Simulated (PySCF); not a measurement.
**Spinor energies of Cr⁺ (chromium, charge +1)**

Start: [Ar] 3d4 4s1; 3d5/2 filled at m_j = -1/2, +1/2, +3/2, +5/2; 4s1/2 filled at m_j = +1/2. Calculated with PySCF 2.14 in x2c-TZVPall-2c (6s7p4d1f, 54 functions): generalised Hartree-Fock with the X2C-1e Hamiltonian and a Gaussian nucleus; one run each with spin-orbit coupling (SO) switched off, then screened by Boettger's factors. This is a chosen level, not necessarily the ground level.

```tsv
spinor shell	electrons	ε, spin-free (eV)	ε, screened SO (eV)	weight of nominal j (screened SO)	rms radius, screened SO (bohr)
1s1/2	2	-6055.1	-6055.0	1.000	0.0734
2s1/2	2	-736.56	-736.57	1.000	0.316
2p1/2	2	-617.75	-623.71	0.986	0.285
2p3/2	4	-617.75	-614.85	0.993	0.288
3s1/2	2	-104.35	-104.35	1.000	0.963
3p3/2	4	-69.143	-69.418	0.832	1.05
3p1/2	2	-69.143	-68.627	0.665	1.04
3d5/2	4	-23.046	-23.040	0.693	1.38
4s1/2	1	-14.380	-14.381	1.000	3.19
```

```csv
quantity,spin-free,screened SO
E (hartree),-1049.38573,-1049.39622
M_J,9/2,9/2
⟨J²⟩,24.755,24.755
⟨L²⟩,6.005,6.007
⟨S²⟩,8.750,8.749
```

Each row is a mean over spinors that exchange with the open shell spreads, by up to 12.732 eV (3p3/2).

Rows whose weight is well below 1 are mixtures of j = l ± 1/2: exchange outweighs spin-orbit coupling there, and the label is only the starting occupation.

Without spin-orbit coupling the j labels of p, d and f shells carry no meaning; the spin-free column gives the mean over the occupied spinors of each nl shell.
